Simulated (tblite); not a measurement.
Species: C4H9O2PSi.
Structure used (GFN2-xTB), in Å, numbered top down from 1:
```
atom  x, y, z in Å
C1    -3.479    0.521    0.110
C2    -2.103   -0.105    0.042
O3    -1.933   -1.303    0.073
C4    -1.015    0.879   -0.053
C5     0.286    0.561   -0.050
O6     0.745   -0.676    0.018
Si7    2.235   -1.291    0.271
P8     3.715    0.374   -0.036
H9    -3.546    1.154    0.993
H10   -3.646    1.142   -0.767
H11   -4.238   -0.255    0.161
H12   -1.289    1.920   -0.116
H13    1.046    1.343   -0.105
H14    2.314   -1.699    1.672
H15    2.272   -2.392   -0.683
H16    4.835   -0.406    0.172
H17    3.794    0.245   -1.413
```

All values are computed: GFN2-xTB (tblite) harmonic vibrations without scaling, gas phase. The method is semi-empirical: single wavenumbers can be off by several per cent or more. Modes of hydrogen on phosphorus and silicon can be 10 to 20 % off. One conformer, not necessarily the lowest.

Harmonic wavenumbers (cm⁻¹): 25.3, 40.1, 55.0, 87.7, 101.6, 116.4, 123.6, 276.3, 307.0, 315.5, 420.3, 468.4, 477.2, 589.0, 600.1, 661.8, 674.5, 683.3, 718.5, 759.0, 791.0, 797.5, 899.6, 927.4, 990.3, 994.3, 1137.0, 1145.9, 1161.2, 1292.4, 1364.5, 1374.3, 1457.2, 1463.2, 1618.8, 1740.5, 2260.1, 2304.6, 2305.3, 2397.7, 2928.9, 3025.0, 3032.3, 3061.1, 3104.0.

A = 4240, B = 559.2, C = 501.3 MHz; mass 148.011 u (most abundant isotopes); point group C1, symmetry number 1.

**Question.** What is the zero-point energy?

**Answer.** Half the sum of the wavenumbers: 25537 cm⁻¹ = 73.02 kcal/mol.

**Question.** Entropy at 350 K, 1 bar (ideal gas, RRHO, classical rotation)?

**Answer.** Translation 41.71, rotation 30.46, vibration 45.34: S = 117.5 cal/(mol K).

**Question.** And Cp and H(350 K) − H(0)?

**Answer.** Cp = 45.97 cal/(mol K), of which vibrations give 38.02 (their classical limit is 45 R = 89.4); H(350 K) − H(0) = 10.18 kcal/mol without the zero-point energy, 7.40 from vibrations.

**Question.** How do the functions run with temperature in this model?

**Answer.** 
```tsv
T (K)	S (cal/(mol K))	Cp (cal/(mol K))	H − H(0) (kcal/mol)	G − H(0) (kcal/mol)	ln q(vib)
100	77.7	22.3	1.61	-6.15	3.65
200	96.0	31.9	4.31	-14.88	7.37
300	110.8	41.6	7.99	-25.24	10.64
500	135.8	56.8	17.93	-49.98	16.56
800	165.9	71.0	37.30	-95.43	24.40
1000	182.4	77.1	52.13	-130.30	29.05
```

q(vib) and H(0) count from the zero-point level.

**Question.** Blend soft modes into free rotors: weight 1/[1 + (100 cm⁻¹/ν̃)⁴] for the oscillator and the rest for a rotor with moment μB/(μ + B), μ = h/(8π²ν), B = 10⁻⁴⁴ kg m². What vibrational entropy results?

**Answer.** 39.14 cal/(mol K) in place of 45.34, which changes −T·S at 350 K by +2.17 kcal/mol.

**Question.** What must be added to the electronic energy to get the Gibbs energy at 350 K and 1 bar?

**Answer.** ZPE + [H(350 K) − H(0)] − T·S = 73.02 + 10.18 − 41.13 = 42.07 kcal/mol.

Hindered rotation and anharmonicity are outside this model. Other conformers, if any are populated, would add a mixing term that is left out. The structure is chiral; the term R ln 2 for an equal mix with its mirror image is left out.
